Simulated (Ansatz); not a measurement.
A nudged elastic band was laid between two geometries of CH3FZn + H4Si (11 atoms, charge 0, multiplicity 1).

These are results of RKS PBE/def2-SVP (Ansatz), not measurements.

| Property | Result |
| --- | --- |
| movable images | 7 |
| climbing image | yes |
| spring | 5.0 eV/Å² |
| optimiser | quadratic models (default) |
| start path | through a guess of the saddle point |
| force threshold | 0.05 eV/Å |
| iteration limit | 60 |
| end points | relaxed |

Initial state:

```xyz
11
Properties=species:S:1:pos:R:3
Si -0.306 -2.102 -0.382
H 0.582 -1.580 0.717
H 0.238 -1.645 -1.708
H -0.357 -3.603 -0.339
H -1.688 -1.536 -0.206
Zn 0.850 1.040 1.059
C -0.121 2.177 -0.148
F 1.753 0.023 2.183
H -1.214 2.054 -0.008
H 0.137 3.240 0.033
H 0.126 1.933 -1.201
```

Final state:

```xyz
11
Properties=species:S:1:pos:R:3
Si -0.846 -0.527 -0.483
H 3.151 -1.846 0.639
H 0.537 -1.176 -0.492
H -1.598 -1.096 0.684
H -1.499 -1.010 -1.754
Zn 2.010 -0.968 1.129
C -0.680 1.346 -0.435
F 0.863 0.121 1.955
H -0.102 1.600 0.475
H -1.678 1.827 -0.381
H -0.158 1.729 -1.335
```

Task: Which bonds break or form, and what moves?

Result: Bonds broken: Si1–H2, Zn6–C7. Bonds formed: Si1–C7, H2–Zn6. CH3FZn + H4Si becomes CH6Si + FHZn.

Task: Give the energies along the band, and the barrier.

Result: The run converged. The highest image is number 3 of 0 to 8, 2.31 eV above the first end and 2.56 eV above the last; the last end lies 0.25 eV below the first. Neighbouring images differ by up to 2.1 eV, so the band resolves the path poorly. A vibrational analysis at the climbing image gives one clearly imaginary mode, 664i cm⁻¹: a first-order saddle point. The orbitals stay closed-shell, which can raise the energy where a bond breaks towards radicals; this wasn't checked here.

```
image  path coordinate (Å)  energy (eV)  Si1–H2 (Å)  Zn6–C7 (Å)  Si1–C7 (Å)
    0                 0.00         0.00        1.51        1.92        4.29
    1                 2.08         0.01        1.51        1.92        4.23
    2                 4.16         0.17        1.51        1.92        3.52
    3                 6.24         2.31        1.80        2.16        2.31
    4                 7.52         0.31        2.54        2.82        1.92
    5                 8.81         0.05        3.24        3.09        1.91
    6                10.09        -0.08        3.82        3.55        1.89
    7                11.38        -0.17        4.17        3.90        1.88
    8                12.66        -0.25        4.36        3.88        1.88
```

Task: What is the geometry of the highest image?

Result: 
```xyz
11
Properties=species:S:1:pos:R:3:forces:R:3
Si -0.502 -1.099 -0.727 0.00 0.00 0.00
H 0.824 -0.811 0.459 0.00 0.00 0.00
H 0.514 -1.629 -1.706 0.00 0.00 0.00
H -1.062 -2.160 0.186 0.00 0.00 0.00
H -1.682 -0.725 -1.604 0.00 0.00 0.00
Zn 1.283 0.736 1.276 0.00 0.00 0.00
C -0.404 1.099 -0.028 0.00 0.00 0.00
F 2.488 1.311 2.440 0.00 0.00 0.00
H -0.819 0.466 0.770 0.00 0.00 0.00
H -1.063 1.927 -0.345 0.00 0.00 0.00
H 0.423 0.885 -0.721 0.00 0.00 0.00
```

The run took 9.2 min on 2 threads of Arm Neoverse V2, with other jobs on the host, peak memory 0.16 GiB.
